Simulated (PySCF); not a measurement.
CHF, singlet, at a GFN2-xTB geometry. Base run: PySCF with B3LYP/cc-pVDZ.

Geometry (Å):
```xyz
3

C     -0.5655     0.4368    -0.0154
F      0.5322    -0.2573     0.0156
H     -1.3962    -0.3054    -0.0477
```
All else is at PySCF's defaults.

The base run was repeated with changes; each row names its change, and settings that it needs were set with it.

| change | E (Eh) | HOMO (eV) | HOMO-LUMO gap (eV) | dipole (D) | core-seconds (rough) |
|---|---|---|---|---|---|
| base | -138.41003 | -6.52 | 3.85 | 1.47 | 2 |
| functional = bhandhlyp | -138.34997 | -8.34 | 7.34 | 1.52 | 2 |
| functional = wb97x_v | -138.36492 | -9.32 | 9.55 | 1.51 | 20 |
| functional = pw6b95 | -138.56134 | -6.92 | 4.57 | 1.46 | 2 |
| functional = bp86 | -138.40593 | -5.26 | 1.50 | 1.48 | 1 |
| functional = pbe0; dispersion = d3zero | -138.26326 | -6.77 | 4.35 | 1.50 | 1 |
| functional = pbe | -138.25994 | -5.12 | 1.43 | 1.48 | 1 |
| functional = blyp; dispersion = d3zero | -138.38699 | -5.04 | 1.53 | 1.45 | 1 |
| functional = blyp | -138.38678 | -5.04 | 1.53 | 1.45 | 1 |
| functional = hse06 | -138.27551 | -6.36 | 3.56 | 1.50 | 3 |
| functional = camb3lyp | -138.36248 | -8.26 | 7.22 | 1.51 | 1 |
| functional = pw91,pw91 | -138.36043 | -5.19 | 1.45 | 1.47 | 2 |
| functional = r2scan | -138.33877 | -5.53 | 2.10 | 1.49 | 2 |

Absolute energies of different levels of theory aren't comparable as measures of quality.
